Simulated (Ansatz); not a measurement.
Mulliken charges of CH3CuF3OP (`C[O][Cu-][P+](F)(F)F`) from B3LYP/def2-TZVPP in Ansatz (PBE0-D4/def2-TZVP geometry).

```
atom   x (Å)   y (Å)   z (Å)  charge (e)
  C1   0.349  -1.957   1.482      -0.062
  O2   0.939  -0.865   0.864      -0.530
 Cu3   0.311   0.393  -0.200      -0.094
  P4  -0.356   1.920  -1.458       1.107
  F5   0.573   3.130  -1.731      -0.213
  F6  -1.646   2.674  -1.052      -0.213
  F7  -0.732   1.557  -2.917      -0.213
  H8   1.094  -2.487   2.092       0.080
  H9  -0.055  -2.688   0.764       0.069
 H10  -0.476  -1.676   2.156       0.068
```

Question: By hand: the dipole of these point charges (1 e Å = 4.8032 D).

Answer: Σ q r = (-0.507, 0.602, -0.564) e Å, of length 0.968 e Å = 4.65 D.

Question: How does the dipole of the full density compare? (Best estimate.)

Answer: The calculation gave: (-0.316, 0.434, -0.393) e Å, 3.20 D; the point charges give 1.45 times that, at 3° from its direction.

Point charges leave out the atoms' own dipoles, such as those of lone pairs, and Mulliken's split depends on the basis, so the two needn't agree.

B3LYP here is the variant with VWN-RPA as its local correlation; programs differ in this.
